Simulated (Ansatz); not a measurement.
Ansatz (an electronic-structure program) input (CCSD(T)/STO-3G):

Ansatz 0.2 input:
```yaml
crystal:
  periodic: [false, false, false]
  atoms:
    - {symbol: C, position_ang: [1.90026098, 0.24226378, -0.16126239]}
    - {symbol: O, position_ang: [0.79616450, -0.42814530, 0.40309172]}
    - {symbol: B, position_ang: [-0.50285066, -0.09080481, 0.06639666]}
    - {symbol: N, position_ang: [-0.79341020, 0.94675751, -0.86386354]}
    - {symbol: N, position_ang: [-1.52827388, -0.83894441, 0.70206025]}
    - {symbol: H, position_ang: [1.93022343, 0.12795357, -1.25074405]}
    - {symbol: H, position_ang: [2.80775522, -0.19566762, 0.25369022]}
    - {symbol: H, position_ang: [1.89237573, 1.31106945, 0.08066137]}
    - {symbol: H, position_ang: [-1.72893951, 1.20480016, -1.11976004]}
    - {symbol: H, position_ang: [-0.08886794, 1.49008348, -1.32664691]}
    - {symbol: H, position_ang: [-1.30792907, -1.56790584, 1.35609497]}
    - {symbol: H, position_ang: [-2.50945787, -0.69942108, 0.55018477]}
basis:
  gaussian:
    orbitals: STO-3G
magnetization: {spin_polarized: false}
correlation: {method: ccsd_t, electrons: outside_noble_gas}
```

Output:

```
Functional definition: HF
integrals: 0.01 GiB planned
450 factors; integrals over basis functions are off by at most 6.8e-5 eV
0.07 GiB of device memory are held for the factors and their scratch space
mean field: 0.09 GiB planned
mean field evaluation 1: about -6727.1597 eV, gradient 2.5e1 eV
mean field evaluation 2: about -6727.3773 eV, gradient 2.5e1 eV
mean field evaluation 4: about -6729.4048 eV, gradient 1.3e0 eV
mean field evaluation 8: about -6729.4104 eV, gradient 1.4e-5 eV
mean field evaluation 16: about -6729.4098 eV, gradient 3.9e-1 eV
mean field -6729.41038137 eV, -247.3012701571 hartree, gradient 1.6e-6 eV, S^2 0.000000; 0 other end points of the search recorded, 0 dependent functions left out
5 core orbitals not correlated
reference -6729.41038137 eV, -247.3012701571 hartree; 15, 15 occupied and 12, 12 virtual orbitals, 450 factors
second order -5.87442518 eV of doubles, -0.00000000 eV of singles
coupled cluster: 0.10 GiB planned
cycle   1  -6.83991920 eV  change   -9.7e-1 eV  update   9.2e-2
cycle   2  -7.31864599 eV  change   -4.8e-1 eV  update   3.0e-2
cycle   3  -7.40298761 eV  change   -8.4e-2 eV  update   1.0e-2
cycle   4  -7.40555691 eV  change   -2.6e-3 eV  update   2.4e-3
cycle   5  -7.40421210 eV  change    1.3e-3 eV  update   5.8e-4
cycle   6  -7.40405150 eV  change    1.6e-4 eV  update   1.7e-4
cycle   7  -7.40401684 eV  change    3.5e-5 eV  update   5.0e-5
cycle   8  -7.40401162 eV  change    5.2e-6 eV  update   2.1e-5
perturbative correction -0.14922153 eV, -0.0054837902 hartree
Total energy: -6736.96361453 eV, -247.5788463559 hartree
```
